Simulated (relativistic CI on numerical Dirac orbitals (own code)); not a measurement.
## Ru²⁺: 4d valence photoemission

Computed with this model: Dirac-Coulomb-Breit CI, KLI orbitals optimised for each configuration, a model potential for QED, valence Slater integrals scaled by 0.9, multiplet model of photoemission in the sudden approximation; configurations [Kr] 4d6 → [Kr] 4d5; 80 K; Lorentzian 0.3 eV and Gaussian 0.5 eV FWHM. Energies are those of the free ion, without screening or charge transfer. The energies are binding energies and can lie tens of eV above those of solids. S is read from ⟨S²⟩ = S(S + 1).

Field parameters in Wybourne normalisation: Td as Oh with Dq negative (B⁴₀ = 21Dq, B⁴₄ = √(5/14) B⁴₀). The field is a parameter set, without covalency.

Computed curve for Td, 10Dq = -5800 cm⁻¹, scaled to 100 at the maximum (points under 2 are left out and the grid is thinned):

(Energy (eV), Intensity): (25.9, 2.2), (26.0, 2.6), (26.2, 3.9), (26.3, 5.1), (26.4, 7.0), (26.5, 10.2), (26.7, 23.1), (26.8, 33.1), (26.9, 43.7), (27.0, 51.6), (27.2, 49.8), (27.3, 40.8), (27.4, 30.2), (27.6, 14.2), (27.7, 9.9), (27.8, 7.3), (27.9, 5.9), (28.1, 4.6), (28.2, 4.5), (28.3, 4.5), (28.4, 4.7), (28.6, 5.6), (28.7, 6.4), (28.8, 7.7), (29.0, 13.0), (29.1, 18.3), (29.2, 26.7), (29.3, 38.7), (29.5, 70.3), (29.6, 84.6), (29.7, 94.5), (29.8, 99.4), (30.0, 96.8), (30.1, 90.1), (30.2, 80.8), (30.3, 71.3), (30.5, 59.7), (30.6, 57.8), (30.7, 55.8), (30.9, 45.3), (31.0, 37.3), (31.1, 29.2), (31.2, 22.2), (31.4, 13.8), (31.5, 12.4), (31.6, 12.6), (31.7, 14.5), (31.9, 21.9), (32.0, 25.9), (32.1, 28.8), (32.3, 28.8), (32.4, 26.0), (32.5, 22.2), (32.6, 18.0), (32.8, 10.6), (32.9, 7.9), (33.0, 5.8), (33.1, 4.4), (33.3, 2.8), (33.4, 2.3)

The ground state has S = 1.99, and the centroid lies at 29.77 eV.
